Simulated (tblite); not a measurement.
Species: C₈H₁₇BO.
Geometry (GFN2-xTB, Å), atoms numbered from 1 in this order:
```
atom  x, y, z in Å
C1    -3.1756   -0.9152   -0.6469
C2    -2.1312    0.1435   -0.3032
C3    -2.7078    1.1911    0.6541
O4    -1.0269   -0.5205    0.2868
C5     0.2473    0.0716    0.0719
C6     0.8739   -0.4203   -1.2418
B7     2.4287   -0.2358   -1.3579
C8     3.2781   -0.0609   -0.0484
C9     2.4846    0.4109    1.1750
C10    1.1325   -0.2890    1.2655
H11   -3.4661   -1.4449    0.2560
H12   -2.7621   -1.6334   -1.3501
H13   -4.0527   -0.4501   -1.0884
H14   -1.8116    0.6439   -1.2308
H15   -3.5418    1.7102    0.1892
H16   -1.9478    1.9214    0.9237
H17   -3.0519    0.7033    1.5625
H18    0.1433    1.1674    0.0332
H19    0.3263   -0.0032   -2.0911
H20    0.6939   -1.5016   -1.2895
H21    2.9539   -0.3288   -2.4021
H22    3.6837   -1.0572    0.1665
H23    4.1540    0.5776   -0.1844
H24    2.3217    1.4893    1.1040
H25    3.0529    0.2255    2.0896
H26    1.2657   -1.3717    1.2875
H27    0.6152    0.0035    2.1813
```

Calculated harmonic vibrations of the isolated species, GFN2-xTB (tblite), most abundant isotopes, no scaling. Against measured fundamentals such values can be off by several per cent, at times by over 20. Modes of hydrogen on boron can be 10 to 20 % off. One conformer, not necessarily the lowest.

Harmonic wavenumbers (cm⁻¹): 40.0, 41.6, 83.5, 134.7, 170.1, 173.6, 212.5, 255.8, 266.8, 355.7, 385.7, 398.0, 447.4, 465.2, 483.2, 544.6, 626.4, 670.6, 806.4, 830.6, 850.6, 877.2, 906.8, 925.6, 933.3, 957.2, 971.5, 995.2, 1003.3, 1037.3, 1068.7, 1098.2, 1135.1, 1140.8, 1148.8, 1172.4, 1182.6, 1196.0, 1206.1, 1225.6, 1270.6, 1300.7, 1306.3, 1315.4, 1318.3, 1328.9, 1350.1, 1357.2, 1392.0, 1404.0, 1451.3, 1455.4, 1476.3, 1487.3, 1489.3, 1490.6, 1502.0, 1502.4, 2621.9, 2840.4, 2848.1, 2917.6, 2921.1, 2956.7, 2964.3, 2969.8, 2976.4, 2983.0, 2995.1, 3030.2, 3037.2, 3043.2, 3043.5, 3046.6, 3052.6.

A = 2840, B = 682.2, C = 609.2 MHz; mass 140.137 u (most abundant isotopes); point group C1, symmetry number 1.

What is the zero-point energy?

Half the sum of the wavenumbers: 51935 cm⁻¹ = 148.49 kcal/mol.

What is S at 298.15 K and 1 bar for an ideal gas of classical rigid rotors and harmonic oscillators?

Translation 40.75, rotation 29.99, vibration 36.39: S = 107.1 cal/(mol K).

And Cp and H(298.15 K) − H(0)?

Cp = 46.42 cal/(mol K), of which vibrations give 38.47 (their classical limit is 75 R = 149.0); H(298.15 K) − H(0) = 8.02 kcal/mol without the zero-point energy, 5.65 from vibrations.

Blend soft modes into free rotors: weight 1/[1 + (100 cm⁻¹/ν̃)⁴] for the oscillator and the rest for a rotor with moment μB/(μ + B), μ = h/(8π²ν), B = 10⁻⁴⁴ kg m². What vibrational entropy results?

32.94 cal/(mol K) in place of 36.39, which changes −T·S at 298.15 K by +1.03 kcal/mol.

What must be added to the electronic energy to get the Gibbs energy at 298.15 K and 1 bar?

ZPE + [H(298.15 K) − H(0)] − T·S = 148.49 + 8.02 − 31.94 = 124.57 kcal/mol.

Which modes carry the vibrational entropy at 298.15 K?

40.0 cm⁻¹: 5.26; 41.6 cm⁻¹: 5.18; 83.5 cm⁻¹: 3.81; 134.7 cm⁻¹: 2.88; 170.1 cm⁻¹: 2.43; 173.6 cm⁻¹: 2.40 cal/(mol K); the other 69 give 14.44 together.

How do the functions run with temperature in this model?

| T (K) | S (cal/(mol K)) | Cp (cal/(mol K)) | H − H(0) (kcal/mol) | G − H(0) (kcal/mol) | ln q(vib) |
| --- | --- | --- | --- | --- | --- |
| 100 | 73.2 | 21.0 | 1.43 | -5.89 | 2.43 |
| 200 | 91.5 | 33.1 | 4.14 | -14.17 | 5.65 |
| 300 | 107.4 | 46.7 | 8.11 | -24.12 | 8.84 |
| 500 | 137.9 | 74.1 | 20.27 | -48.68 | 15.33 |
| 800 | 179.3 | 101.9 | 47.03 | -96.42 | 25.10 |
| 1000 | 203.4 | 114.1 | 68.69 | -134.73 | 31.36 |

q(vib) and H(0) count from the zero-point level.

Hindered rotation and anharmonicity are outside this model. Other conformers, if any are populated, would add a mixing term that is left out. The structure is chiral; the term R ln 2 for an equal mix with its mirror image is left out.
